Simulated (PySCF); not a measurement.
Input of a run (PBE0-D3(BJ)/def2-SVP geometry optimisation, gas phase (PySCF 2.14.0)), started from GFN2-xTB:
```
{"job": {"xc": "PBE0", "basis": "def2-SVP", "d3": "d3bj", "grid": 1, "maxiter": 40, "kind": "geom"}, "charge": 0, "multiplicity": 1}
Ge     0.483850    -0.678830     0.346630
H      0.506980    -0.747660     1.856740
H      1.912190    -0.767860    -0.140000
C     -0.455050     0.916670    -0.329980
H     -0.006740     1.828520     0.052960
H     -1.499870     0.894640    -0.028830
H     -0.415750     0.944310    -1.416630
Cl    -0.525610    -2.389780    -0.340890
```

Output (energies in Eh, forces in Eh/bohr):
```
step   0  E = -2577.46211109  max force = 0.027886
step   1  E = -2577.46482658  max force = 0.006162
step   2  E = -2577.46498002  max force = 0.001841
step   3  E = -2577.46500471  max force = 0.000616
step   4  E = -2577.46499881  max force = 0.001654
step   5  E = -2577.46500230  max force = 0.001471
step   6  E = -2577.46501233  max force = 0.000561
step   7  E = -2577.46501478  max force = 0.000325
optimisation converged
```

Question: Summarise the run.

Answer: The energy falls by 1.8 kcal/mol over 8 energy and gradient evaluations, the largest force component goes from 0.0279 to 3.2e-04 Eh/bohr, and the atoms move by 0.043 Å rms after alignment. The bond that changes most is Ge1–Cl8 (ends: germanium bonded to C, Cl and 2 H; chlorine bonded to Ge), which lengthens by 0.070 Å. Bonds longer at the end by more than 0.005 Å: 6 of 7; shorter: 1. Among the angles that change most is H2–Ge1–H3, from 107.7° to 111.1°. The energy rose by more than 1e-6 Eh at step 4. The first step brought 94 % of the lowering.

Question: What are the final bond lengths?

Answer: Ge1–H2 1.538 Å, Ge1–H3 1.537 Å, Ge1–C4 1.940 Å, Ge1–Cl8 2.172 Å, C4–H5 1.100 Å, C4–H6 1.099 Å, C4–H7 1.099 Å. Numbering counts from 1 in the input's order; the species is GeH2MeCl (`[H][Ge]([H])([CH3])[Cl]`).

The run used 89 basis functions and 43 SCF cycles in all. Hardware: one thread, x86-64 server, no GPU, shared host. Cost: 27 s of wall time.

Not checked by PBE0-D3(BJ)/def2-SVP frequencies.
